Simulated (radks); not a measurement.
Values are calculated unless marked as measured or tabulated.
Initial-state core-level shifts of neutral thallium when its valence configuration changes from [Hg] 6p1. Code: a radial shooting solver on a logarithmic mesh with Libxc functionals. Model: Dirac Kohn-Sham, PBE, spin-unpolarised, spherical densities, finite nucleus; open shells fill j = l - 1/2 first; Fermi nuclear charge, rms radius 5.4759 fm. Shifts are changes of the shell-averaged eigenvalues in eV (positive: less bound); the change of the density at the nucleus, which sets a Mossbauer isomer shift, is in e/bohr^3, on a base of 2.523e+06.

| valence | 2p | 3p | 4s | 4p | density at nucleus |
|---|---|---|---|---|---|
| [Xe] 4f14 5d10 6s1.5 6p1.5 | -0.752 | -0.759 | -0.762 | -0.762 | -89.6 |
| [Xe] 4f13 5d10 6s1.5 6p2.5 | -20.838 | -23.168 | -20.478 | -19.844 | +178.2 |
| [Xe] 4f13 5d10 6s2 6p2 | -19.792 | -22.116 | -19.423 | -18.790 | +284.3 |
| [Xe] 4f14 5d9 6s2 6p2 | -5.203 | -5.170 | -5.122 | -5.119 | +80.0 |
| [Xe] 4f12 5d10 6s2 6p3 | -41.213 | -45.941 | -40.188 | -38.881 | +582.9 |
| [Xe] 4f14 5d10 6s1 6p2 | -1.465 | -1.479 | -1.485 | -1.485 | -183.4 |
| [Xe] 4f12.5 5d10 6s1.5 6p3 | -31.400 | -34.922 | -30.748 | -29.783 | +316.8 |
| [Xe] 4f13 5d10 6s1 6p3 | -21.834 | -24.170 | -21.482 | -20.848 | +66.0 |
| [Xe] 4f14 5d8 6s2 6p3 | -11.193 | -11.104 | -10.989 | -10.981 | +162.0 |
